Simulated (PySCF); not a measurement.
Identify the unknown among the candidates.

All candidates are C7H13Al.

* UV, strongest line: among the 10 lowest singlet transitions: S3 at 6.03 eV (206 nm, f = 0.190) [TDDFT CAM-B3LYP/def2-SVPD]
* Rotational structure: rotational constants A, B, C: 3.425, 0.969, 0.781 GHz [PBE0-D3(BJ)/def2-SVP]
* Triplet: lowest triplet excitation (Tamm–Dancoff): 3.97 eV [TDA CAM-B3LYP/def2-SVPD]
* Dipole: 0.73 D [CAM-B3LYP/def2-SVPD]
* NMR, other nuclei: isotropic shieldings of nuclei other than C and H, by class: 248 (1 Al) ppm [GIAO B3LYP/pcSseg-1]
* 13C NMR: chemical shifts (computed TMS as zero) by class: 165.2 (1 C), 144.6 (1 C), 31.6 (2 C), 29.2 (1 C), 8.5 (2 C) ppm [GIAO B3LYP/pcSseg-1]

Gas-phase values; electronic properties from PySCF, density fitting. Levels stand in brackets. Geometry: PBE0-D3(BJ)/def2-SVP, one conformer, isolated molecule. NMR values are class means; diastereotopic atoms form classes of their own.

Question: Which candidate is it?
A. `C#[C][AlH][C](C)(C)CC`
B. `C1C[CH]([AlH][CH]2CC2)C1`
C. `C=[C](C)[Al]1[CH2]CC[CH2]1`

Answer: C. It is `C=[C](C)[Al]1[CH2]CC[CH2]1`. Numbering: `[CH2:1]=[C:2]([CH3:3])[Al:4]1[CH2:5][CH2:6][CH2:7][CH2:8]1`. 7 carbons fall into 5 classes; from least to most shielded: fully substituted alkene carbon [C2] (165.2 ppm), terminal =CH2 carbon [C1] (144.6 ppm), ring CH2 carbon [C6/C7] (31.6 ppm, 2 C), allylic carbon [C3] (29.2 ppm), ring CH2 carbon [C5/C8] (8.5 ppm, 2 C). The other shieldings belong to: 248 ppm, aluminium bonded to 3 C [Al4]. The optimised geometry has point group C1 and is an asymmetric top.

The others, at the same levels:
- `C#[C][AlH][C](C)(C)CC` fails: its computed lowest triplet excitation (Tamm–Dancoff) is 4.28 eV (against 3.97 eV), strongest line among the 10 lowest singlet transitions is S10 at 7.42 eV (167 nm, f = 0.291) (against S3 at 6.03 eV) and rotational constant A is 2.247 GHz (against 3.425 GHz).
- `C1C[CH]([AlH][CH]2CC2)C1` fails: its computed lowest triplet excitation (Tamm–Dancoff) is 4.67 eV (against 3.97 eV), strongest line among the 10 lowest singlet transitions is S4 at 6.75 eV (184 nm, f = 0.079) (against S3 at 6.03 eV) and rotational constant A is 3.698 GHz (against 3.425 GHz).

Each candidate is one conformer, not necessarily the lowest. Dipoles, sizes and rotational constants follow the conformer. The torsions of the flexible species, by atom-mapped SMILES:
- `[CH:1]#[C:2][AlH:3][C:4]([CH3:5])([CH3:6])[CH2:7][CH3:8]`: C2–Al3–C4–C5 57°, Al3–C4–C7–C8 -49°
- `[CH2:1]1[CH2:2][CH:3]([AlH:4][CH:5]2[CH2:6][CH2:7]2)[CH2:8]1`: C2–C3–Al4–C5 -177°, C3–Al4–C5–C6 40°

The conformers of `C=[C](C)[Al]1[CH2]CC[CH2]1` aren't listed.
